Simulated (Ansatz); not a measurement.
(CuNH2)2 ring (Cu2N2H4). The state is a singlet with charge 0. Geometry relaxed at r2SCAN-D4/def2-SVP.

```tsv
atom	x (Å)	y (Å)	z (Å)
Cu1	-0.3312	-0.6410	-0.8435
N2	1.5055	-0.6205	-0.1197
Cu3	0.3312	0.6409	0.8436
N4	-1.5055	0.6204	0.1197
H5	2.2795	-0.2702	-0.6898
H6	1.8793	-1.4438	0.3591
H7	-1.8791	1.4438	-0.3592
H8	-2.2797	0.2704	0.6897
```

The relaxation made no stability test and no search for a lower SCF solution.

Estimate the harmonic wavenumbers at RKS r2SCAN-D4/def2-SVP (Ansatz, unscaled). Is this a minimum?

154, 268, 272, 287, 433, 484, 525, 548, 615, 628, 662, 672, 1524, 1533, 3466, 3470, 3550, 3550 cm⁻¹. Yes, no mode is imaginary beyond noise. Zero-point energy 135.4 kJ/mol. It took 93 s on 4 threads of Arm Neoverse V2 on a shared host.
